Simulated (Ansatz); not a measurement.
Cost and result for the atomization energy of CH₄SeSi, SMILES `C1[SiH2][Se]1` (7 atoms, 7 bonds).

```xyz
7

C     0.541    0.647    0.409
Si   -0.655   -0.556   -0.302
Se    1.493   -0.579   -0.884
H     0.544    1.677    0.068
H     0.899    0.521    1.426
H    -1.170   -1.640    0.562
H    -1.652   -0.070   -1.280
```

The species carries charge 0 and has multiplicity 1. Correlated methods include outer-core shells of Se, which these sets cover unevenly. Scalar relativity is left out up to krypton. All single points use the PBE0-D4/def2-TZVP geometry. Program: Ansatz. All runs use 2 threads of an Arm Neoverse V1 on a shared host. Times are those of one run each, without the atoms' runs, and a repeat can differ threefold. Electronic energies, without spin–orbit coupling; frozen cores. CCSD(T)/CBS adds CCSD(T) − MP2 in def2-TZVPP to the MP2 limit, and its time is that of the two runs behind it. T1 = 0.011. With those shells the extrapolation isn't a true limit. B3LYP takes the VWN-RPA correlation (the form of Gaussian; ORCA's B3LYP/G).

CCSD(T)/CBS is a level of theory with its own doubt, some kJ/mol a heavy atom from the limit and from the frozen cores, so smaller differences don't rank the functionals.

| level | functions | wall time |
| --- | --- | --- |
| revPBE-D4/def2-TZVPP | 177 | 2.1 s |
| BLYP-D4/def2-TZVPP | 177 | 2.3 s |
| CCSD(T)/def2-SVP | 84 | 2.8 s |
| BHLYP-D4/def2-TZVPP | 177 | 2.9 s |
| PBE0-D4/def2-TZVPP | 177 | 3.2 s |
| B3LYP-D4/def2-TZVPP (with forces) | 177 | 4 s |
| r2SCAN-D4/def2-TZVPP (with forces) | 177 | 5.5 s |
| PBE-QIDH/def2-TZVPP | 177 | 5.5 s |
| B97M-V/def2-TZVPP | 177 | 9.5 s |
| ωB97M-V/def2-TZVPP (with forces) | 177 | 11 s |
| MP2/def2-QZVPP | 336 | 18 s |
| CCSD(T)/def2-TZVPP | 177 | 50 s |
| CCSD(T)/CBS(def2) | – | 67 s |

Q: What atomization energy does each give, and how far from CCSD(T)/CBS? (An estimate is asked.)

A: Computed: 
```
                             level  atomization (kcal/mol)  difference from CCSD(T)/CBS  per bond
              revPBE-D4/def2-TZVPP                   538.3                         -6.6      -0.9
                BLYP-D4/def2-TZVPP                   537.5                         -7.4      -1.1
                  CCSD(T)/def2-SVP                   503.7                        -41.2      -5.9
               BHLYP-D4/def2-TZVPP                   528.1                        -16.8      -2.4
                PBE0-D4/def2-TZVPP                   543.1                         -1.8      -0.3
 B3LYP-D4/def2-TZVPP (with forces)                   540.4                         -4.5      -0.6
r2SCAN-D4/def2-TZVPP (with forces)                   545.8                          0.9       0.1
               PBE-QIDH/def2-TZVPP                   540.3                         -4.6      -0.7
                 B97M-V/def2-TZVPP                   545.5                          0.6       0.1
  ωB97M-V/def2-TZVPP (with forces)                   542.2                         -2.7      -0.4
                    MP2/def2-QZVPP                   543.6                         -1.3      -0.2
                CCSD(T)/def2-TZVPP                   528.8                        -16.1      -2.3
                 CCSD(T)/CBS(def2)                   544.9                          0.0       0.0
```

From PBE to PBE0 (25 % exact exchange), in def2-TZVPP and without D4, the atomization energy moves by −6.1 kcal/mol: exact exchange takes away binding that semilocal exchange gives to molecules. The D4 term adds +5.8 kcal/mol with B3LYP and +3.0 kcal/mol with PBE0; it sums over pairs of atoms, weighted by their polarisabilities, and B3LYP, whose exchange is more repulsive, gets the larger term. Leaving LDA and LC-ωPBE aside and taking each functional with its dispersion term where it has one, the values, not all of them listed here, spread over 21.7 kcal/mol, from BHLYP-D4 to PBE-D4. LDA lies +71.3 kcal/mol from PBE without D4, its usual overbinding.
